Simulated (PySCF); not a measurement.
Se(iPr)(OH) (C3H8OSe), SMILES CC(C)[Se]O.

Geometry optimised at PBE0-D3(BJ)/def2-SVP. Other conformers were not sampled.

Two levels are set side by side: TDDFT-PBE/def2-SVPD (PySCF) and TDDFT-PBE0/def2-SVPD (PySCF). Vertical, same geometry. The lowest singlet is HOMO→LUMO 99 % with PBE and HOMO→LUMO 98 % with the other functional; states are paired by order. Differences are taken from unrounded values.

```
quantity                              TDDFT-PBE0
------------------------------------  ----------
lowest singlet excitation (eV)              3.71
lowest triplet excitation (TDA) (eV)        2.94
```

Task: What does TDDFT-PBE give, and how far is it from TDDFT-PBE0? (An estimate is asked for; the answer gives what the named calculation found.)

Result: 
```json
[
 {"quantity": "lowest singlet excitation (eV)", "TDDFT-PBE": "3.47", "TDDFT-PBE minus TDDFT-PBE0": "-0.25"},
 {"quantity": "lowest triplet excitation (TDA) (eV)", "TDDFT-PBE": "2.78", "TDDFT-PBE minus TDDFT-PBE0": "-0.16"}
]
```

Functionals without exact exchange tend to place singlet excitations lower, as here. Differences between two approximate levels are no errors against the true value.

Rough cost on one machine, each run with all the roots and properties that it gave: TDDFT-PBE0 against TDDFT-PBE about 4 times.
